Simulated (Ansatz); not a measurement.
`[SiH3][O][In]([SH])[Br]` + NH₃ → `[NH2][In]([SH])[Br]` + `O[SiH3]`  (ligand exchange at the In–O bond)

Isolated molecules relaxed with PBE0-D4/def2-TZVP in Ansatz; ΔE leaves out vibrations. CCSD(T)/CBS is the MP2 limit (def2-TZVPP, def2-QZVPP) plus CCSD(T) − MP2 in def2-TZVPP, frozen cores. This one scheme is used for every species. DFT in def2-TZVPP. B3LYP here is the variant with VWN-RPA as its local correlation; programs differ in this. Elements past krypton have def2 core potentials. For Br, In outer-core shells are correlated without core-valence functions, which leaves a few kJ/mol of doubt a bond. Scalar relativity is left out up to krypton. One conformer a species, not always the lowest.

`[SiH3][O][In]([SH])[Br]`:

```xyz
9

Si   -1.168    0.483   -1.312
O     0.193    0.349   -0.415
In    0.693   -0.592    1.237
S     2.903   -0.366    2.007
Br   -1.059   -1.908    2.320
H    -1.573   -0.832   -1.882
H    -2.305    1.001   -0.500
H    -0.903    1.430   -2.427
H     3.220    0.434    0.973
```

NH₃:

Z-matrix (Å, degrees):
```
N
H 1 1.013
H 1 1.013 2 107.1
H 1 1.013 2 107.1 3 -114.5
```

`[NH2][In]([SH])[Br]`:

Cartesian coordinates in Å:
```
N -0.859 1.191 -0.924
In 0.044 -0.294 0.077
S 2.250 -0.226 0.930
Br -1.174 -2.434 0.239
H -0.582 2.134 -0.693
H -1.867 1.136 -0.967
H 2.187 -1.505 1.338
```

`O[SiH3]`:

```xyz
6

O    -0.532    0.132   -1.158
Si    0.297    0.012    0.260
H    -1.464   -0.086   -1.152
H    -0.262    0.916    1.302
H     1.691    0.403   -0.050
H     0.270   -1.377    0.797
```

Problem. Is it downhill or uphill in electronic energy at CCSD(T)/CBS, and by how much? (An estimate is asked.)

Solution. Computed: Uphill: ΔE = +0.36 eV.

Problem. What do these levels give: PBE-D4, PBE, B3LYP, MP2/def2-TZVPP, CCSD/def2-TZVPP, HF/def2-QZVPP? (Best estimate.)

Solution. Computed: PBE-D4 0.30, PBE 0.27, B3LYP 0.31, MP2/def2-TZVPP 0.34, CCSD/def2-TZVPP 0.35, HF/def2-QZVPP 0.41 eV.

Largest T1 diagnostic among the species: 0.013.

In def2-TZVPP, CCSD(T) changes the Hartree–Fock value by −0.04 eV (the triples alone add +0.00 eV) and MP2 by −0.05 eV. The D4 term adds +0.04 eV with B3LYP and +0.03 eV with PBE0; it sums over pairs of atoms, weighted by their polarisabilities, and B3LYP, whose exchange is more repulsive, gets the larger term.
